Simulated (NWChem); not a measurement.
# AgH3SO; SMILES [OH2]->[Ag][SH]

```xyz
6

Ag    -0.0180    -0.2188     0.0011
S      0.0751     2.0836    -0.0018
H     -1.2827     2.2266     0.0122
O     -0.0047    -2.4593    -0.0006
H      0.5074    -2.8041     0.7563
H      0.4584    -2.8023    -0.7893
```
Atoms are numbered in this order, from 1.

Program: NWChem. Medium grid unless said otherwise, to which SCAN and Minnesota functionals are sensitive. Geometry: optimised at PBE-D3(BJ)/def2-SVP. def2 effective core potentials on Ag; no spin-orbit coupling. Hybrids' shares of exact exchange are those that their runs print; pure functionals count as 0. The functionals differ in more than this share.

```
row              share of exact exchange  orbital gap (eV)
---------------  -----------------------  ----------------
PBE/def2-SVP                        0.00              2.44
OLYP/def2-SVP                       0.00              2.26
TPSSh/def2-SVP                      0.10              3.41
B3LYP/def2-SVP                      0.20              3.79
PW6B95/def2-SVP                     0.28              4.34
MPW1K/def2-SVP                      0.43              5.65
M05-2X/def2-SVP                     0.56          withheld
```

### Question
Fit a straight line of the last column on the one before it, predict the withheld value, and compare with the run.

### Answer

1. Means of the 6 shown rows: x = 0.168, y = 3.648. Slope Σ(x − x̄)(y − ȳ)/Σ(x − x̄)² = 1.059/0.1433 = 7.390; intercept 2.404.
2. The shown rows scatter about the line by 0.144 (root mean square); the largest residual is +0.27, at TPSSh/def2-SVP.
3. At x = 0.56 (M05-2X/def2-SVP; beyond the shown range) the line gives 6.54.
4. The run gives 6.38, -0.16 from the line, 1.1 times the scatter.
